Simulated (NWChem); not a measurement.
Everything below was run with NWChem. System: BiF2 (+1), charge 1, spin multiplicity 1, at a geometry optimised with B3LYP/def2-SVP with def2 effective core potentials on Bi. The structure started from a generated list of species.

Job file:

```
start mol
memory heap 200 mb stack 900 mb global 1100 mb
charge 1
geometry units angstroms nocenter noautoz
  Bi     0.000000     0.000000     0.235741
  F     -1.479737     0.000000    -1.087027
  F      1.479737     0.000000    -1.087027
  symmetry group C2v
end
basis spherical
  * library def2-svpd
end
ecp
  Bi library def2-ecp
end
dft
  xc xpbe96 cpbe96
  semidirect memsize 60000000 filesize 0
  iterations 100
end
tddft
  rpa
  nroots 5
  notriplet
  thresh 1e-4
end
task tddft energy
```

The output up to the point where the run's verdict is printed (cleaned and shortened):

```
             Northwest Computational Chemistry Package (NWChem) 7.3.0
             --------------------------------------------------------

                                NWChem Input Module
                                -------------------

 Scaling coordinates for geometry "geometry" by  1.889725989
 (inverse scale =  0.529177249)

 Turning off AUTOSYM since
 SYMMETRY directive was detected!

                             Geometry "geometry" -> ""
                             -------------------------

 Output coordinates in angstroms (scale by  1.889725989 to convert to a.u.)

  No.       Tag          Charge          X              Y              Z
 ---- ---------------- ---------- -------------- -------------- --------------
    1 Bi                  83.0000     0.00000000     0.00000000     0.23574100
    2 F                    9.0000    -1.47973700     0.00000000    -1.08702700
    3 F                    9.0000     1.47973700     0.00000000    -1.08702700

 Effective nuclear repulsion energy (a.u.)     412.8108607883

            Nuclear Dipole moment (a.u.)
            ----------------------------
        X                 Y               Z
 ---------------- ---------------- ----------------
     0.0000000000     0.0000000000     0.0000321253

      Symmetry information
      --------------------

 Group name             C2v
 Group number             16
 Group order               4
 No. of unique centers     2

      Symmetry unique atoms

     1    2


 Summary of "ao basis" -> "" (spherical)
 ------------------------------------------------------------------------------
       Tag                 Description            Shells   Functions and Types
 ---------------- ------------------------------  ------  ---------------------
 *                         def2-svpd                  on all atoms

 Summary of "ao basis" -> "ao basis" (spherical)
 ------------------------------------------------------------------------------
       Tag                 Description            Shells   Functions and Types
 ---------------- ------------------------------  ------  ---------------------
[...]
    36      0.131995  2 F  s                 59     -0.131995  3 F  s

 center of mass
 --------------
 x =   0.00000000 y =   0.00000000 z =   0.06091831

 moments of inertia (a.u.)
 ------------------
         200.891123673640           0.000000000000           0.000000000000
           0.000000000000         497.998723499009           0.000000000000
           0.000000000000           0.000000000000         297.107599825369

     Multipole analysis of the density
     ---------------------------------

     L   x y z        total         alpha         beta         nuclear
     -   - - -        -----         -----         ----         -------
     0   0 0 0      1.000000    -20.000000    -20.000000     41.000000

     1   1 0 0      0.000000      0.000000      0.000000      0.000000
     1   0 1 0     -0.000000     -0.000000     -0.000000      0.000000
     1   0 0 1     -0.744706     12.992208     12.992208    -26.729122

     2   2 0 0    -18.805663    -79.776347    -79.776347    140.747031
     2   1 1 0      0.000000      0.000000      0.000000      0.000000
     2   1 0 1      0.000000      0.000000      0.000000      0.000000
     2   0 2 0    -30.646390    -15.323195    -15.323195      0.000000
     2   0 1 1     -0.000000     -0.000000     -0.000000      0.000000
     2   0 0 2    -21.708409    -51.113484    -51.113484     80.518560

                                NWChem TDDFT Module
                                -------------------

            General Information
            -------------------
           No. of orbitals :     156
            Alpha orbitals :      78
             Beta orbitals :      78
        Alpha frozen cores :       0
         Beta frozen cores :       0
     Alpha frozen virtuals :       0
      Beta frozen virtuals :       0
         Spin multiplicity :       1
    Number of AO functions :      78
        Use of symmetry is : off
      Symmetry adaption is : on
         Schwarz screening :  0.10D-07

              XC Information
              --------------
   PerdewBurkeErnzerhof Exchange Functional   1.00
     Perdew 1991 LDA Correlation Functional   1.00 local
    PerdewBurkeErnz. Correlation Functional   1.00 non-local

             TDDFT Information
             -----------------
          Calculation type : TDDFT
         Wavefunction type : Restricted singlets
          No. of electrons :      40
           Alpha electrons :      20
            Beta electrons :      20
              No. of roots :       5
          Max subspacesize :    5000
            Max iterations :     100
               Target root :       1
           Target symmetry : none
      Symmetry restriction : off
                 Algorithm : Optimal
        Davidson threshold :  0.10D-03

            Memory Information
            ------------------
          Available GA space size is         144173116 doubles
          Available MA space size is          50650436 doubles
          Length of a trial vector is         1160
          Algorithm : Incore multiple tensor contraction
          Estimated peak GA usage is          23479296 doubles
          Estimated peak MA usage is             18000 doubles

    5 smallest eigenvalue differences (eV)
--------------------------------------------------------
  No. Spin  Occ  Vir  Irrep   E(Occ)    E(Vir)   E(Diff)
--------------------------------------------------------
    1    1   20   21 a2       -0.353    -0.786   -11.781
    2    1   19   21 b1       -0.647    -0.786    -3.799
    3    1   18   21 b2       -0.742    -0.786    -1.217
    4    1   17   21 a2       -0.748    -0.786    -1.044
    5    1   16   21 a1       -0.776    -0.786    -0.267
--------------------------------------------------------

  Entering Davidson iterations
  Restricted singlet excited states

  Iter   NTrls   NConv    DeltaV     DeltaE      Time
  ----  ------  ------  ---------  ---------  ---------
```

The run crashed. NWChem stopped with the message: tddft_diagon: A-B is not positive-definite; try TDA.
